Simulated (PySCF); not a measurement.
## Radial density of Sc⁺ (scandium, charge +1)

UHF, [Ar] 3d1 4s1, high-spin 3D determinant. All numbers are calculated (PySCF 2.14, no relativity, point nucleus, in aug-cc-pVDZ).

```tsv
r (bohr)	4πr²ρ (e/bohr)	4πr²(ρα − ρβ)
0.00131	0.1258	0.0001
0.00220	0.3428	0.0001
0.00370	0.9108	0.0004
0.00622	2.318	0.0009
0.0105	5.489	0.0022
0.0176	11.52	0.0044
0.0296	19.81	0.0070
0.0498	24.75	0.0060
0.0838	20.66	-0.0007
0.141	19.30	0.0058
0.237	26.32	0.0440
0.399	14.95	0.1300
0.671	7.066	0.4450
1.13	8.093	0.5885
1.90	2.026	0.4917
3.19	0.4725	0.4405
5.37	0.08978	0.0898
9.03	0.0007534	0.0007
```
